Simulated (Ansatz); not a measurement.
C$_{2}$H$_{4}$BFO, SMILES `C=C(F)BO`. Charge 0, multiplicity 1. The geometry is a stationary point of PBE0-D4/def2-TZVP. It is one conformer, not always the lowest.

```xyz
9

C    -0.812   -0.780   -1.106
C    -0.247   -0.387    0.027
F    -0.436   -1.136    1.148
B     0.639    0.878    0.230
O     1.153    1.161    1.442
H    -0.660   -0.183   -1.995
H    -1.419   -1.676   -1.173
H     0.876    1.613   -0.681
H     0.905    0.509    2.108
```

What is the dipole moment at B3LYP/def2-TZVPP? (Best estimate.)

The calculation gave: 1.12 D, with components (-0.63, -0.71, -0.60) D in this frame, pointing from negative to positive charge.

And with PBE, r2SCAN, ωB97M-V? (An estimate is asked.)

The calculation gave: PBE 1.02 D, r2SCAN 1.07 D, ωB97M-V 1.07 D.

Give the Mulliken charges with B3LYP, r2SCAN, ωB97M-V in def2-TZVPP. (Best estimate.)

Computed: 
| atom | B3LYP | r2SCAN | ωB97M-V |
| --- | --- | --- | --- |
| C1 | -0.19 | -0.14 | -0.18 |
| C2 | 0.17 | 0.13 | 0.14 |
| F3 | -0.23 | -0.23 | -0.23 |
| B4 | 0.06 | 0.13 | 0.03 |
| O5 | -0.25 | -0.28 | -0.25 |
| H6 | 0.12 | 0.10 | 0.11 |
| H7 | 0.12 | 0.10 | 0.12 |
| H8 | 0.01 | -0.02 | 0.06 |
| H9 | 0.20 | 0.22 | 0.19 |

B3LYP here is the variant with VWN-RPA as its local correlation; programs differ in this.
